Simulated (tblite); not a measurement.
A tight-binding relaxation on `O1B(CCC)C([SiH3])=COC1`.

Computed with GFN2-xTB geometry optimisation, gas phase (tblite 0.8.0). Start geometry: from a force field or distance geometry. The input is one job of a driver script: a line of settings, then coordinates in Å.

Command:
```bash
OMP_NUM_THREADS=1 python probes_run.py task.json out
```

Input:
```
{"job": {"kind": "relax", "xc": "GFN2-xTB", "basis": "xTB"}, "charge": 0, "multiplicity": 1}
C      3.267800     0.180900     0.067400
C      1.949300     0.202600    -0.741600
C      0.942500    -0.449400     0.153600
B     -0.509300    -0.532700    -0.488500
O     -0.949400    -1.856200    -0.944000
C     -1.935600    -2.244300    -0.041600
O     -3.069200    -1.375100    -0.175300
C     -2.898500     0.003500     0.086100
C     -1.645100     0.433800    -0.062400
Si    -1.198100     2.203500     0.220400
H      2.945500     0.114200     1.149000
H      3.872300     1.075500    -0.106600
H      3.825100    -0.760700    -0.117800
H      1.760200     1.260000    -0.959100
H      2.135500    -0.309800    -1.688100
H      1.297500    -1.488400     0.386700
H      0.970100     0.080800     1.131500
H     -1.504100    -2.003700     0.957300
H     -2.203700    -3.306700    -0.123700
H     -3.697600     0.641700     0.370500
H     -1.602300     3.016800    -0.962000
H      0.208100     2.409000     0.514700
H     -1.965800     2.731600     1.383900
```

Question: Give the output.

Answer: 
```
step      E/eV     max force
  0    -830.78270    3.171
  1    -831.15808    1.228
  2    -831.34729    1.176
  3    -831.44650    0.872
  4    -831.52378    0.537
  5    -831.56554    0.653
  6    -831.60264    0.548
  7    -831.63535    0.439
  8    -831.66331    0.378
  9    -831.69169    0.433
... (184 lines left out)
194    -832.51087    0.024
195    -832.51098    0.018
196    -832.51105    0.016
197    -832.51112    0.015
198    -832.51118    0.018
199    -832.51125    0.020
200    -832.51132    0.019
201    -832.51139    0.019
202    -832.51143    0.014
203    -832.51144    0.009
```

«max force» is the largest atomic force in eV/Å.

Question: From which step on does the largest force stay under 0.1 eV/Å, and how much energy is left to gain from there?

Answer: From step 101 (0.080 eV/Å), 16.6 meV above the end.

Main results: energy lowered by 39.9 kcal/mol over 203 steps; largest atomic force 0.009 eV/Å at the end.

The run took 3.3 s on one thread, Arm Neoverse N1 (aarch64), shared host.
Labels such as C1 count atoms from 1, the log's own numbers from 0.
